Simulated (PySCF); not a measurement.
Compound: C₈H₈S.
Numbering: `[SH:1][C@:2]12[C@H:3]3[C@@H:4]4[C@@H:5]5[C@H:6]3[C@H:7]1[C@@H:8]5[C@H:9]24` (hydrogens: H10 on S1; H11 on C3; H12 on C4; H13 on C5; H14 on C6; H15 on C7; H16 on C8; H17 on C9)

Method: PBE0-D3(BJ)/def2-SVP geometry optimisation, gas phase in PySCF 2.14.0.

**Question.** List the bond lengths, angles and torsions at this level.

**Answer.** 
```csv
bond,length (bohr),order
S1–C2,3.362,single
"C2–C3, C2–C7, C2–C9",2.949,single
C3–C4 and 5 like bonds,2.945,single
"C4–C5, C5–C6, C5–C8",2.946,single
S1–H10,2.555,single
"C3–H11, C7–H15, C9–H17",2.073,single
"C4–H12, C6–H14, C8–H16",2.074,single
C5–H13,2.073,single
```

Bonds in one row agree within 0.02 bohr and their mean is given. Orders are formal, as drawn. A selection of angles:
```csv
angle,degrees
C2–S1–H10,96.6
S1–C2–C3,127.4
S1–C2–C9,120.3
C3–C2–C7,90.5
C2–C3–C4,89.6
C2–C3–H11,124.5
C4–C3–C6,90.0
C4–C3–H11,125.8
C3–C4–C5,90.0
C3–C4–C9,90.4
C3–C4–H12,125.2
C5–C4–H12,125.4
C4–C5–C6,90.0
C4–C5–H13,125.3
C3–C6–C7,90.7
C2–C7–H15,124.5
```

Torsions: S1–C2–C3–C4 130° (anticlinal); C2–C3–C4–C5 90°; C3–C4–C5–C6 0° (synperiplanar); C4–C5–C6–C7 -90°; C5–C6–C7–C8 0° (synperiplanar); C6–C7–C8–C9 90°; C7–C8–C9–C2 0° (synperiplanar); S1–C2–C7–C6 140° (anticlinal); S1–C2–C9–C8 135° (anticlinal); C2–C3–C6–C5 -90°; C3–C4–C9–C8 90°; C4–C5–C8–C7 90°.

All internal angles of the 4-membered ring C3–C4–C5–C6 are 90.0°; it is planar, 0.00 Å rms from its mean plane, widest ring torsion 0°. The 4-membered ring C2–C7–C8–C9 has internal angles of 89.6° to 90.4°; it is planar, 0.00 Å rms from its mean plane, widest ring torsion 0°. The 4-membered ring C2–C3–C4–C9 has internal angles of 89.6° to 90.4° (sum 360°, against 360° for a flat polygon); it is planar, 0.00 Å rms from its mean plane, widest ring torsion 0°. All 12 C–C bonds measure 1.558 to 1.562 Å. The 4-membered ring C4–C5–C8–C9 has internal angles of 89.9° to 90.2°; it is planar, 0.00 Å rms from its mean plane, widest ring torsion 0°. All internal angles of the 4-membered ring C5–C6–C7–C8 are 90.0°; it is planar, 0.00 Å rms from its mean plane, widest ring torsion 0°. S1 (thiol sulfur) is bent (angle 96.6°).

Point group: Cs (tolerance 0.08 Å). No PBE0-D3(BJ)/def2-SVP frequencies stand behind this structure, so it isn't proved a minimum. One conformer, not necessarily the lowest (H–S1–C2–C3 63°).
